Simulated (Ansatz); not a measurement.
Cost and result for the atomization energy of `[Cl][InH2]` (4 atoms, 3 bonds).

The species carries charge 0 and has multiplicity 1. Correlated methods include outer-core shells of In, which these sets cover unevenly. In takes the def2 core potential. The structure was optimised at the PBE0-D4/def2-TZVP level. Program: Ansatz. All runs use 4 threads of an Arm Neoverse V1 on a shared host. Times are those of one run each, without the atoms' runs, and a repeat can differ threefold. Electronic energies, without spin–orbit coupling; frozen cores. CCSD(T)/CBS adds CCSD(T) − MP2 in def2-TZVPP to the MP2 limit, and its time is that of the two runs behind it. T1 = 0.014. With those shells the extrapolation isn't a true limit. B3LYP takes the VWN-RPA correlation (the form of Gaussian; ORCA's B3LYP/G).

CCSD(T)/CBS is a level of theory with its own doubt, some kJ/mol a heavy atom from the limit and from the frozen cores, so smaller differences don't rank the functionals.

```csv
level,functions,wall time,atomization (kcal/mol),difference from CCSD(T)/CBS,per bond
CCSD(T)/def2-SVP,54,0.4 s,184.7,-17.2,-5.7
BLYP-D4/def2-TZVPP,120,0.7 s,191.4,-10.5,-3.5
CAM-B3LYP-D4/def2-TZVPP,120,0.95 s,198.6,-3.3,-1.1
B3LYP-D4/def2-TZVPP (with forces),120,1.1 s,195.0,-6.9,-2.3
B2PLYP/def2-TZVPP,120,1.3 s,193.7,-8.2,-2.7
PBE-QIDH/def2-TZVPP,120,1.3 s,197.7,-4.2,-1.4
r2SCAN-D4/def2-TZVPP (with forces),120,1.6 s,201.0,-0.9,-0.3
r2SCANh-D4/def2-TZVPP,120,1.6 s,200.1,-1.8,-0.6
CCSD(T)/def2-TZVPP,120,2 s,196.3,-5.6,-1.9
B97M-V/def2-TZVPP,120,2.2 s,206.4,4.5,1.5
ωB97M-V/def2-TZVPP (with forces),120,3 s,202.1,0.2,0.1
CCSD(T)/def2-QZVPP,212,9 s,200.9,-1.0,-0.3
CCSD(T)/CBS(def2),–,11 s,201.9,0.0,0.0
```

From BLYP to BHLYP (50 % exact exchange), in def2-TZVPP and without D4, the atomization energy moves by +3.6 kcal/mol. In def2-TZVPP, CCSD(T) changes the Hartree–Fock value by +48.3 kcal/mol (the triples alone add +2.7 kcal/mol) and MP2 by +45.4 kcal/mol; breaking electron pairs costs correlation energy, which Hartree–Fock lacks. Leaving LDA and LC-ωPBE aside and taking each functional with its dispersion term where it has one, the values, not all of them listed here, spread over 15.3 kcal/mol, from revPBE-D4 to B97M-V. LDA lies +30.6 kcal/mol from PBE without D4, its usual overbinding.

Spin–orbit coupling would lower the free In atoms strongly, and the atomization energy with them, by more than many differences here.
